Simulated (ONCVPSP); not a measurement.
# gadolinium: variants of one ONCV potential

Base potential:

```json
{"Element": "gadolinium", "Generator": "ONCVPSP 4.0.1", "Type": "optimised norm-conserving Vanderbilt (ONCV)", "Functional": "PBE", "Relativity": "scalar-relativistic", "Frozen core": "[Kr] 4d10", "Valence charge": "18", "Reference configuration": "4f6.5 5s2 5p6 5d1.5 6s2", "Partial waves": "5s+6s: rc 2.25 bohr, ncon 5, nbas 9, qcut 5.1 1/bohr, 2 projectors; 5p: rc 1.90 bohr, ncon 3, nbas 7, qcut 9.1 1/bohr, 2 projectors, debl 1.8 Ha; 5d: rc 3.50 bohr, ncon 4, nbas 8, qcut 4.3 1/bohr, 2 projectors, debl 2.7 Ha; 4f: rc 1.05 bohr, ncon 4, nbas 8, qcut 19.6 1/bohr, 1 projector", "Local potential": "polynomial inside 1.00 bohr (lpopt 5, dvloc0 0 Ha)", "Core correction": "Teter function, fcfact 1.75, rcfact 1.7"}
```

Cutoffs, loose and tight: the cutoffs (Ha) at which the residual kinetic energy of the hardest occupied pseudo-wave falls to 1 and 0.1 mHa per electron. They do not see the model core or the augmentation charge, which bear on the density cutoff. Test errors are all-electron minus pseudo excitation energies from the reference, over the configurations 4f7 5s2 5p6 5d1 6s2; 4f7 5s2 5p6 5d1 6s1; 4f7 5s2 5p6 5d1 6s0; 4f6 5s2 5p6 5d1 6s2. A dash means not determined; rows that change the core or the reference have their own tests.

A true bound ghost makes a file unfit for plane-wave use even where its test errors are small: the radial tests pick states by their node count and pass the ghost by.

| change | outcome | cutoff, loose | cutoff, tight | bound ghosts | GHOST(+) flags above zero | largest test error (meV) |
| --- | --- | --- | --- | --- | --- | --- |
| base | generated | 138 Ha | 154 Ha | s | p, d | -108 |
| reference 4f7 5s2 5p6 5d1 6s1.75 6p0.25; wave 5p: rc 1.90 bohr, ncon 3, nbas 7, qcut 9.1 1/bohr, 2 projectors, debl 1.8 Ha becomes 5p+6p: rc 1.90 bohr, ncon 3, nbas 7, qcut 9.1 1/bohr, 2 projectors | generated | 139 Ha | 154 Ha | s | p, d | -13 over the solved tests; 1 of 4 tests not solved or not reliable |
| core correction Teter function, fcfact 2, rcfact 1.6 | generated | 138 Ha | 154 Ha | s | p, d | -108 |
| s: qcut 6.5 | generated | 138 Ha | 154 Ha | s | p, d | -112 |
| local potential polynomial inside 1.00 bohr (lpopt 5, dvloc0 7 Ha) | generated | 138 Ha | 154 Ha | s | p | -90 |
| core correction Teter function, fcfact 1.9, rcfact 1.7 | generated | 138 Ha | 154 Ha | s | p, d | -108 |
